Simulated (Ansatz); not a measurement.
Ansatz results at the PBE0-D4/def2-TZVP geometry: LUMO energy (B3LYP/def2-TZVPP) -2.70 eV; LUMO energy (PBE/def2-TZVPP) -3.11 eV; HOMO–LUMO gap (B3LYP/def2-TZVPP) 4.96 eV.

Each molecule was computed in one conformer, which needn't be the lowest.

Question: Which molecule gave them?
A. `[CH3][Sn][NH2]`
B. `CC(C)(C)[O][Sn][O]C(C)(C)C`
C. `[F][Sn][Br]`
D. `C[O][Sn][Cl]`

Answer: D. The others give `CC(C)(C)[O][Sn][O]C(C)(C)C`: -2.05, -2.47, 4.73; `[F][Sn][Br]`: -3.25, -3.66, 4.61; `[CH3][Sn][NH2]`: -1.91, -2.36, 4.10.

B3LYP here is the variant with VWN-RPA as its local correlation; programs differ in this.
